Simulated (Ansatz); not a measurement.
A nudged elastic band was laid between two geometries of BCl$_{3}$H$_{3}$N (8 atoms, charge 0, multiplicity 1).

The calculation used Ansatz, RKS CAM-B3LYP-D4/def2-SVP.

```json
{"movable images": "5", "climbing image": "yes", "spring": "5.0 eV/Å²", "optimiser": "quadratic models (default)", "start path": "through a guess of the saddle point", "force threshold": "0.05 eV/Å", "iteration limit": "60", "end points": "relaxed"}
```

First end point:

```xyz
8
Properties=species:S:1:pos:R:3
B 0.022 -0.212 0.271
Cl 0.168 0.780 1.802
Cl 1.458 -0.054 -0.853
Cl -1.597 -0.044 -0.567
N 0.063 -1.751 0.776
H -0.049 -2.383 -0.021
H 0.960 -1.945 1.232
H -0.694 -1.920 1.444
```

Last end point:

```xyz
8
Properties=species:S:1:pos:R:3
B 0.092 -0.717 -0.480
Cl -0.338 0.301 2.951
Cl 1.541 0.195 -0.877
Cl -1.469 -0.235 -1.128
N 0.178 -1.823 0.373
H -0.613 -2.438 0.525
H 1.074 -2.198 0.665
H -0.133 -0.614 2.056
```

Problem. Which bonds break or form, and what moves?

Solution. Bonds broken: B1–Cl2, N5–H8. Bonds formed: Cl2–H8. BCl3H3N becomes BCl2H2N + ClH.

Problem. What energy profile does the band end with?

Solution. The run converged. The highest image is number 4 of 0 to 6, 31.3 kcal/mol above the first end and 18.4 kcal/mol above the last; the last end lies 13.0 kcal/mol above the first. A vibrational analysis at the climbing image gives one clearly imaginary mode, 1069i cm⁻¹: a first-order saddle point. The orbitals stay closed-shell, which can raise the energy where a bond breaks towards radicals; this wasn't checked here.

```json
{"image": "0", "path coordinate (Å)": "0.00", "energy (kcal/mol)": "0.0", "B1–Cl2 (Å)": "1.83", "N5–H8 (Å)": "1.02", "Cl2–H8 (Å)": "2.86"}
{"image": "1", "path coordinate (Å)": "0.58", "energy (kcal/mol)": "0.5", "B1–Cl2 (Å)": "1.83", "N5–H8 (Å)": "1.02", "Cl2–H8 (Å)": "2.69"}
{"image": "2", "path coordinate (Å)": "1.17", "energy (kcal/mol)": "1.3", "B1–Cl2 (Å)": "1.84", "N5–H8 (Å)": "1.02", "Cl2–H8 (Å)": "2.56"}
{"image": "3", "path coordinate (Å)": "1.75", "energy (kcal/mol)": "10.2", "B1–Cl2 (Å)": "1.99", "N5–H8 (Å)": "1.04", "Cl2–H8 (Å)": "1.99"}
{"image": "4", "path coordinate (Å)": "2.34", "energy (kcal/mol)": "31.3", "B1–Cl2 (Å)": "2.52", "N5–H8 (Å)": "1.27", "Cl2–H8 (Å)": "1.58"}
{"image": "5", "path coordinate (Å)": "2.94", "energy (kcal/mol)": "15.7", "B1–Cl2 (Å)": "3.05", "N5–H8 (Å)": "1.84", "Cl2–H8 (Å)": "1.31"}
{"image": "6", "path coordinate (Å)": "3.54", "energy (kcal/mol)": "13.0", "B1–Cl2 (Å)": "3.60", "N5–H8 (Å)": "2.09", "Cl2–H8 (Å)": "1.30"}
```

Problem. What is the geometry of the highest image?

Solution. 
```xyz
8
Properties=species:S:1:pos:R:3
B 0.036 -0.482 -0.105
Cl -0.247 0.387 2.243
Cl 1.541 0.223 -0.662
Cl -1.490 -0.137 -0.895
N 0.127 -1.773 0.661
H -0.632 -2.433 0.492
H 1.039 -2.229 0.640
H -0.041 -1.085 1.711
```

Problem. What are the harmonic wavenumbers there?

Solution. 1069i, 125, 144, 268, 285, 364, 459, 485, 606, 835, 859, 1135, 1152, 1315, 1490, 1587, 3530, 3631 cm⁻¹.

The band took 13 iterations and roughly 6 core-minutes.

Run time: 92 s on 4 threads of Arm Neoverse V2, with other jobs on the host, peak memory 0.25 GiB.
